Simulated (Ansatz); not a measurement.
Calculation: CAM-B3LYP-D3(BJ)/def2-TZVP // PBE0-D3(BJ)/def2-SVP run with Ansatz (a quantum-chemistry and plane-wave program). Isolated molecules, 0 K electronic values unless said otherwise. One relaxed conformer stands for a flexible species; it need not be the lowest.  In the def2 sets, heavy atoms carry core potentials.

Reference species (SMILES): `[OH][Sn]([CH3])([OH])[OH]` (neutral, multiplicity 1).

| Quantity | Result |
|---|---|
| HOMO | -9.83 eV |
| HOMO–LUMO gap | 9.84 eV |

Changed species: `c1cc[c]([Sn]([OH])([OH])[OH])cc1` (Y = phenyl; the reference has Y = methyl).

Question: Give the shifts of the HOMO and HOMO–LUMO gap.

Answer: the HOMO rises by 0.93 eV, to -8.90 eV; the HOMO–LUMO gap falls by 0.96 eV, to 8.88 eV.
